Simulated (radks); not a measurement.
F-, configuration [Ne].

All-electron calculation, non-relativistic Kohn-Sham, PBE, spin-polarised, spherical densities, point nucleus; hard spherical wall at 15 bohr. Program: a radial shooting solver on a logarithmic mesh with Libxc functionals.

Energy parts (hartree):
total: -99.81115
kinetic: 99.53330
electron-nucleus: -243.02761
Hartree: 54.22028
exchange-correlation: -10.53712

Orbitals (lengths in bohr, moments of r in powers of bohr; r(max) is where P^2 peaks; r(90%) holds 90 % of the orbital's charge):
| orbital | occ. | eigenvalue (hartree) | r(90%) | <r^4> | <1/r> | r(max) |
|---|---|---|---|---|---|---|
| 1s | 2 | -23.83399 | 0.316 | 0.004628 | 8.614 | 0.1146 |
| 2s | 2 | -0.62010 | 1.68 | 3.742 | 1.424 | 0.7711 |
| 2p | 6 | 0.04929 | 2.49 | 43.37 | 1.154 | 0.7234 |
| 3s | 0 | 0.11864 | 12.1 | 9739 | 0.1200 | 9.633 |
| 3p | 0 | 0.13396 | 12.4 | 11320 | 0.1205 | 10.13 |
| 3d | 0 | 0.15736 | 12.6 | 12890 | 0.1033 | 10.57 |

The highest occupied level is 2p at 1.341 eV. The density falls to 0.001 e/bohr^3 at r = 3.69 bohr. The pressure on the wall is 0.000224 GPa. Summed over all electrons, <r^2> = 19.50 bohr^2, which gives a Langevin (diamagnetic) susceptibility term of -15.4 x 10^-6 cm^3/mol.
